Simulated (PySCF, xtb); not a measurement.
Si(Cl)2 cation (Cl2Si), SMILES [Si](Cl)Cl (connectivity only; charge and spin as stated), charge +1, multiplicity 2.

Harmonic wavenumbers (cm⁻¹) from xtb with GFN2-xTB at its own minimum, in rising order: 163, 499, 712.

Question: What does r2SCAN-D4/def2-TZVP (PySCF) give at its own minimum? (An estimate is asked for; the answer gives what the named calculation found.)

Answer: 185, 549, 718. Paired by order, the mean absolute difference is 26 cm⁻¹ and the zero-point energies are 2.0 and 2.1 kcal/mol.
